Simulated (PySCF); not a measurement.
ClH₅N₂Si. Atoms are numbered in the order given.

```xyz
9

Si    -0.2309    -0.0890     0.5046
N     -1.4052    -1.0046    -0.3400
N      0.8980    -1.1853     1.1721
Cl     0.4960     1.2307    -0.9435
H     -0.6555     0.7887     1.6298
H     -1.9331    -0.5945    -1.1003
H     -1.9036    -1.7568     0.1205
H      1.3241    -1.8944     0.5853
H      1.5191    -0.8893     1.9162
```

Coordinates come from a PBE0-D3(BJ)/def2-SVP optimisation. One conformer was computed; it need not be the lowest.

Level of theory: PBE0-D3(BJ)/def2-SVP (PySCF 2.14.0).

Frequencies are harmonic and unscaled.

| mode | ν (cm⁻¹) | IR (km/mol) | Raman (Å⁴/amu) | depolarisation | moving atoms (share of kinetic energy) |
|---|---|---|---|---|---|
| 1 | 202 | 3.3 | 2.0 | 0.72 | H 36 %, N 31 %, Cl 20 %, Si 13 % |
| 2 | 213 | 7.3 | 3.6 | 0.67 | N 43 %, H 36 %, Cl 14 % |
| 3 | 264 | 14.7 | 0.8 | 0.66 | H 84 %, N 13 % |
| 4 | 303 | 5.4 | 1.9 | 0.67 | H 39 %, Si 31 %, N 19 %, Cl 11 % |
| 5 | 339 | 181.5 | 1.1 | 0.39 | H 73 %, N 22 % |
| 6 | 399 | 35.5 | 1.7 | 0.73 | H 79 %, N 17 % |
| 7 | 444 | 154.9 | 2.9 | 0.16 | H 69 %, N 25 % |
| 8 | 519 | 140.1 | 4.5 | 0.18 | Si 43 %, Cl 40 %, H 12 % |
| 9 | 745 | 36.3 | 6.3 | 0.70 | H 84 %, N 11 % |
| 10 | 774 | 5.1 | 5.9 | 0.71 | H 86 %, N 13 % |
| 11 | 833 | 14.0 | 12.6 | 0.29 | N 48 %, H 42 %, Si 10 % |
| 12 | 894 | 253.0 | 4.9 | 0.13 | H 56 %, Si 25 %, N 19 % |
| 13 | 904 | 29.4 | 6.8 | 0.75 | H 54 %, N 32 %, Si 14 % |
| 14 | 967 | 242.1 | 1.6 | 0.63 | H 42 %, Si 36 %, N 22 % |
| 15 | 1525 | 89.0 | 3.0 | 0.75 | H 88 %, N 12 % |
| 16 | 1536 | 45.3 | 4.9 | 0.75 | H 89 %, N 11 % |
| 17 | 2249 | 158.6 | 135.4 | 0.19 | H 97 % |
| 18 | 3612 | 37.2 | 118.1 | 0.12 | H 96 % |
| 19 | 3624 | 41.5 | 122.7 | 0.12 | H 96 % |
| 20 | 3717 | 40.0 | 74.7 | 0.74 | H 91 %, N 9 % |
| 21 | 3733 | 45.3 | 70.7 | 0.75 | H 91 %, N 9 % |
